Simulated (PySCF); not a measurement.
# UHF on Ni²⁺ (nickel, charge +2)

Configuration: [Ar] 3d8, high-spin 3F determinant. Computed with PySCF 2.14 in def2-TZVP, with no relativity, point nucleus.

- Total energy: -1506.004496 hartree
- One-electron energy: -2073.7242 hartree
- Hartree (Coulomb) energy: 629.1611 hartree
- Exchange energy: -61.4415 hartree
- Kinetic energy: 1505.97462 hartree
- ⟨S²⟩: 2.0025
- ⟨L²⟩: 12.018
- Sum of ⟨r⟩: 15.68 bohr
- Sum of ⟨r²⟩: 15.35 bohr²
- Density at the nucleus (Gaussians lack the cusp): 14500 bohr⁻³
- Spin density at the nucleus: 0.136 bohr⁻³
- Langevin diamagnetic susceptibility: -12.2 ×10⁻⁶ cm³/mol
- Time after the integrals: 0.26 s of wall time on 1 thread of Neoverse-N1 (shared host)

```
shell  electrons  mean orbital energy (hartree)  spread (hartree)  rms radius, mean of both spins (bohr)
 1s α          1                     -306.33410                 0                                 0.0635
 1s β          1                     -306.33228                 0                                 0.0635
 2s α          1                      -38.65836                 0                                  0.268
 2s β          1                      -38.58151                 0                                  0.268
 2p α          3                      -33.68532                 0                                  0.239
 2p β          3                      -33.61014                 0                                  0.239
 3s α          1                       -5.69078                 0                                  0.805
 3s β          1                       -5.49195                 0                                  0.805
 3p α          3                       -4.11029                 0                                  0.852
 3p β          3                       -3.87058                 0                                  0.852
 3d α          5                       -1.45741           0.05397                                   1.07
 3d β          3                       -1.35993                 0                                   1.07
```
